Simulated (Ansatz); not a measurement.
GaCl2F. The state is a singlet with charge 0. Geometry r2SCAN-D4/def2-SVP; atoms count from 1.

```
atom   x (Å)   y (Å)   z (Å)
 Ga1  -0.014   0.015   0.067
 Cl2  -0.277   1.528  -1.386
 Cl3   0.667  -1.930  -0.404
  F4  -0.377   0.387   1.723
```

Q: Estimate the Mulliken populations from the PBE0/def2-TZVP orbitals of Ansatz.

A: 
| atom | charge (e) |
| --- | --- |
| Ga1 | 0.76 |
| Cl2 | -0.21 |
| Cl3 | -0.21 |
| F4 | -0.34 |
Mulliken values depend strongly on the basis.

Q: And the Mayer bond orders between heavy atoms (over 0.3)?

A: Ga1–Cl2 1.18 (2.11 Å); Ga1–Cl3 1.18 (2.11 Å); Ga1–F4 1.03 (1.74 Å).
